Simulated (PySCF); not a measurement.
H5ClN2OSn, singlet, at a GFN2-xTB geometry (such geometries of metal compounds can be far from the true shape) (all electrons, no relativity), with bond 10-4 at 1.4 times its length.

Input for PySCF:
```python
from pyscf import gto, scf, mcscf, mrpt
import numpy

mol = gto.Mole()
mol.atom = '''
    N    -1.50113807    1.41349857   -0.40554578
    Sn   -0.04012192    0.13597320    0.16678794
    N     1.57584187    0.98511230    1.05092340
    O    -0.82512495   -1.00127962    1.53941076
    Cl    0.50449786   -1.15739998   -1.64670309
    H    -1.32942723    1.79511272   -1.32865565
    H    -1.54883946    2.20592670    0.22612151
    H     2.43543599    0.75300389    0.56417485
    H     1.67531160    0.62082616    1.99307644
    H    -2.08463631   -1.38836440    1.29790863
'''
mol.basis = 'sto-3g'
mol.verbose = 3
mol.build()

mf = scf.RHF(mol)
mf.kernel()
mc = mcscf.CASCI(mf, 4, 4)
mc.fix_spin_(ss=0.0)
mc.kernel()
occ = numpy.linalg.eigvalsh(mc.fcisolver.make_rdm1(mc.ci, mc.ncas, mc.nelecas))[::-1]
ss = mc.fcisolver.spin_square(mc.ci, mc.ncas, mc.nelecas)[0]
print('natural occupations', occ.round(4), ' <S^2>', round(ss, 4))
e2 = mrpt.NEVPT(mc).kernel()
print('E(NEVPT2) = %.10f' % (mc.e_tot + e2))
```

Task: What total energy does CASCI(4,4)+NEVPT2/STO-3G (PySCF) give?

Result: -6602.321565 Ha

Task: What NEVPT2 correction does CASCI(4,4)+NEVPT2/STO-3G give?

Result: -0.1818 Eh

Task: Predict the SCF-reference dipole moment from CASCI(4,4)+NEVPT2/STO-3G.

Result: 2.23 D

Task: What SCF-reference Mulliken (on the basis functions themselves) charges in atom order does CASCI(4,4)+NEVPT2/STO-3G give?

Result: N1 -0.59, Sn2 1.42, N3 -0.59, O4 -0.39, Cl5 -0.47, H6 0.14, H7 0.14, H8 0.14, H9 0.14, H10 0.05

Task: Give the number of basis functions at the level CASCI(4,4)+NEVPT2/STO-3G.

Result: 56
